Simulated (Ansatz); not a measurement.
Relaxation of a periodic cell of 35 atoms, H5CCl (contents 5 CH4 + 5 HCl, density as packed 0.69 g/cm³ with natural masses), to a largest force component of 0.3 eV/Å in at most 15 steps.

Computed with Ansatz 0.2.0, DFT PBE-D3(BJ), scalar-relativistic, plane waves, PAW. Settings: cutoff 420 eV, k mesh 1x1x1, fermi-dirac smearing 0.05 eV, no spin polarisation.

```xyz
35
Lattice="8.5590 0.0000 0.0000 0.0000 8.5590 0.0000 0.0000 0.0000 8.5590" Properties=species:S:1:pos:R:3
C 4.350 0.489 2.715
H 4.906 -0.297 3.226
H 3.316 0.173 2.579
H 4.802 0.680 1.742
H 4.376 1.400 3.313
C 2.256 4.314 0.696
H 2.555 5.095 1.395
H 2.134 3.373 1.233
H 3.023 4.198 -0.069
H 1.312 4.588 0.226
C 6.839 6.890 8.196
H 7.802 7.083 7.723
H 6.038 7.111 7.492
H 6.734 7.524 9.076
H 6.784 5.844 8.494
C 8.538 1.054 1.815
H 8.531 0.913 0.735
H 7.530 1.287 2.157
H 9.207 1.875 2.071
H 8.883 0.140 2.298
C 6.234 2.069 4.416
H 6.875 1.707 3.612
H 5.413 1.370 4.570
H 5.834 3.047 4.149
H 6.816 2.154 5.333
Cl 0.543 2.857 7.147
H 0.864 2.405 8.300
Cl 6.705 3.129 0.922
H 7.248 4.159 1.453
Cl 4.600 0.398 6.962
H 3.749 0.690 6.051
Cl 3.354 5.947 5.797
H 4.524 6.404 5.550
Cl 7.744 6.005 3.465
H 8.951 5.868 3.867
```

Problem. Where does it end, and by what steps?

Solution. It converged. The threshold is loose, so the end isn't yet a minimum. The force dipped under the threshold on the way, but the program's further checks kept it going. Limits of this set-up: coarse k mesh. After 14 steps the energy has fallen by 1.522 eV; H33 moved furthest, 1.64 Å.

```tsv
step	energy less start (eV)	largest force component (eV/Å)	accepted
0	0.0000	0.911	yes
1	-0.4616	0.441	yes
2	-0.7601	0.748	yes
3	-0.9803	0.593	yes
4	-1.0967	0.458	yes
5	-1.1596	0.562	yes
6	-1.2087	0.726	yes
7	-1.2874	0.415	yes
8	-1.3445	0.388	yes
9	-1.3929	0.300	yes
10	-1.4330	0.195	yes
11	-1.4636	0.309	yes
12	-1.4794	0.470	yes
13	-1.5218	0.074	yes
14	-1.5218	0.074	yes
```

```xyz
35
Lattice="8.5590 0.0000 0.0000 0.0000 8.5590 0.0000 0.0000 0.0000 8.5590" Properties=species:S:1:pos:R:3
C 4.200 0.142 2.536
H 4.851 -0.496 3.143
H 3.369 -0.450 2.139
H 4.776 0.568 1.708
H 3.809 0.956 3.157
C 2.291 4.539 0.821
H 2.716 5.214 1.573
H 2.243 3.530 1.248
H 2.939 4.542 -0.063
H 1.286 4.891 0.557
C 7.085 7.033 7.840
H 8.162 7.209 7.739
H 6.579 7.363 6.926
H 6.706 7.600 8.697
H 6.901 5.966 7.999
C 8.974 0.767 1.806
H 9.275 0.585 0.769
H 7.895 0.944 1.841
H 9.499 1.647 2.194
H 9.224 -0.108 2.416
C 6.233 2.410 4.797
H 7.027 2.122 4.098
H 5.660 1.520 5.078
H 5.570 3.137 4.312
H 6.677 2.859 5.692
Cl 1.045 2.304 6.654
H 1.361 2.925 7.749
Cl 6.557 3.570 1.054
H 7.206 4.170 2.008
Cl 3.583 -0.105 6.965
H 2.629 0.780 6.786
Cl 2.784 5.587 5.083
H 2.930 6.739 5.701
Cl 8.068 5.827 3.581
H 9.258 5.660 4.105
```

Run time: 53 s on 1 thread of Intel(R) Xeon(R) Platinum 8175M CPU @ 2.50GHz (Skylake/Cascade Lake), on a shared host, peak memory 0.55 GiB.
